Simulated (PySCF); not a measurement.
C2H6OSi2.
Atom-mapped SMILES: `[CH:1]1=[CH:2][SiH2:3][O:4][SiH2:5]1` (hydrogens: H6 on C1; H7 on C2; H8, H9 on Si3; H10, H11 on Si5)

Computed by this run: PySCF, PBE0-D3(BJ)/def2-SVP geometry optimisation, gas phase; density fitting, grid level 1; the optimiser is geomeTRIC in internal coordinates, started from a GFN2-xTB structure with every atom displaced at random (about 0.01 Å).

Step 1: E = -19956.0993 eV
```
atom  x, y, z in Å  |  force x, y, z in eV/Å
C1     -1.3348    1.1065    0.1468    0.425  -0.082  -0.053
C2     -0.0623    1.3899   -0.2208   -0.287  -0.107   0.085
Si3     0.9753   -0.1412   -0.5601   -0.191  -0.224  -0.050
O4     -0.1995   -1.3360   -0.2493    0.673   0.394  -0.107
Si5    -1.6925   -0.7413    0.1991   -0.547   0.177  -0.003
H6     -2.0380    1.9074    0.3953   -0.099   0.056  -0.010
H7      0.2847    2.4287   -0.2896    0.040  -0.008  -0.008
H8      1.4986   -0.2159   -1.9620   -0.180  -0.062   0.048
H9      2.1823   -0.2438    0.3196   -0.183  -0.105   0.096
H10    -2.7740   -1.1382   -0.7622    0.172  -0.007   0.002
H11    -2.1430   -1.2053    1.5472    0.175  -0.034   0.000
```

Step 2: E = -19956.1269 eV
```
atom  x, y, z in Å  |  force x, y, z in eV/Å
C1     -1.3327    1.1151    0.1458    0.059   0.035   0.019
C2     -0.0642    1.3983   -0.2193   -0.038   0.021   0.019
Si3     0.9697   -0.1310   -0.5614   -0.136  -0.291   0.008
O4     -0.1936   -1.3162   -0.2490    0.315   0.206  -0.060
Si5    -1.6942   -0.7291    0.1973   -0.189  -0.022  -0.004
H6     -2.0426    1.9164    0.3887   -0.008  -0.011  -0.020
H7      0.2887    2.4354   -0.2870   -0.001   0.002  -0.005
H8      1.4665   -0.2327   -1.9651   -0.048   0.025  -0.017
H9      2.1488   -0.2748    0.3415   -0.032   0.001   0.052
H10    -2.7473   -1.1517   -0.7745    0.026   0.020  -0.009
H11    -2.1021   -1.2188    1.5472    0.052   0.014   0.017
```

Task: Estimate the geometry and energy of step 3. (The exact step hangs on the optimiser's Hessian estimate; all steps are aligned on step 2, rigid shifts and turns removed.)

Result: E = -19956.1309 eV, largest force 0.128 eV/Å
```
atom  x, y, z in Å  |  force x, y, z in eV/Å
C1     -1.3318    1.1165    0.1452   -0.016   0.011   0.014
C2     -0.0637    1.3986   -0.2182    0.030   0.022   0.000
Si3     0.9679   -0.1343   -0.5616   -0.043  -0.119   0.020
O4     -0.1894   -1.3120   -0.2504    0.062   0.057  -0.021
Si5    -1.6951   -0.7280    0.1957   -0.032  -0.016   0.007
H6     -2.0443    1.9171    0.3829   -0.002  -0.005  -0.009
H7      0.2907    2.4351   -0.2867   -0.007   0.003  -0.004
H8      1.4534   -0.2290   -1.9690    0.002   0.021  -0.010
H9      2.1361   -0.2830    0.3546    0.005   0.014   0.004
H10    -2.7424   -1.1518   -0.7791   -0.006   0.005  -0.004
H11    -2.0844   -1.2184    1.5504    0.007   0.006   0.005
```

The energy changes by -0.0040 eV. The first-order estimate −F·Δx gives -0.0069 eV and the mean of the old and new forces, exact on a quadratic surface, -0.0040 eV. The step makes an angle of 68° with the force vector and moves no atom by more than 0.020 Å.

The cost below is that of the whole optimisation. Hardware: one thread, Arm Neoverse V2 (aarch64), shared host with 32 logical CPUs at a one-minute load of 37. Cost: 25 s, 0.45 GiB resident at most.
